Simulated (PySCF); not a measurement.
# Polarisability and C₆ of Ti (titanium, neutral)

[Ar] 3d2 4s2, high-spin 3F determinant. Calculation: PySCF 2.14, in dyall-ae2z (15s11p6d2f, 92 functions); the spin-free X2C one-electron Hamiltonian (Gaussian nucleus). Coupled (time-dependent) response in atomic units; α is the mean over directions. The basis has no added diffuse functions, which lowers α and C₆. A double-zeta set is small for polarisabilities.

```
method  mean α (bohr³)  C₆ (like pair)  S(−4)
  PW91           100.5            1127   5455
 wB97X           100.2            1139   4963
```

S(−4) is the Cauchy moment in α(ω) = α(0) + S(−4) ω² + …

Reference α: 87 ± 10 bohr³ (recommended; Schwerdtfeger and Nagle, table of static dipole polarizabilities (2023 update)). Published C₆: 1044 (Chu and Dalgarno (2004); Tang, Norbeck and Certain (1976)).

α(iu) at PW91:

| u (hartree) | α(iu) (bohr³) |
| --- | --- |
| 0 | 100.5 |
| 0.0500 | 88.82 |
| 0.100 | 67.05 |
| 0.200 | 35.67 |
| 0.300 | 21.30 |
| 0.500 | 10.57 |
| 0.750 | 6.104 |
| 1.00 | 4.158 |
| 1.50 | 2.402 |
| 2.00 | 1.598 |
| 3.00 | 0.8661 |
| 5.00 | 0.3774 |

A single London oscillator, α(iu) = α/(1 + u²/ω²), gives C₆ = (3/4) ω α². Matching the computed C₆ needs ω = 4 × 1127 / (3 × 100.5²) = 0.149 hartree.
